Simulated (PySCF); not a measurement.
## How methods differ on the ionisation energy of V²⁺

V²⁺ [Ar] 3d3 (4F) → V³⁺ [Ar] 3d2 (3F), as a difference of total energies. Computed with PySCF 2.14 in aug-cc-pVTZ, with the non-relativistic Hamiltonian (point nucleus). Correlated levels: valence: [Ar] frozen. The calculations carry no spin-orbit coupling.

Order these methods by the ionisation energy they give, lowest first.
A. B2PLYP
B. MP2 (valence)
C. LDA
D. UHF

D (28.350 eV), B (28.723 eV), A (29.388 eV), C (30.215 eV).

A first-order spin-orbit estimate (lowest level to lowest level, LS coupling) adds -0.009 eV.

These non-relativistic numbers lack the scalar-relativistic shift.

Errors of the correlated levels include the incompleteness of this basis and the frozen core.

For comparison: 29.311 eV (measured; NIST Atomic Spectra Database, ionization energies).
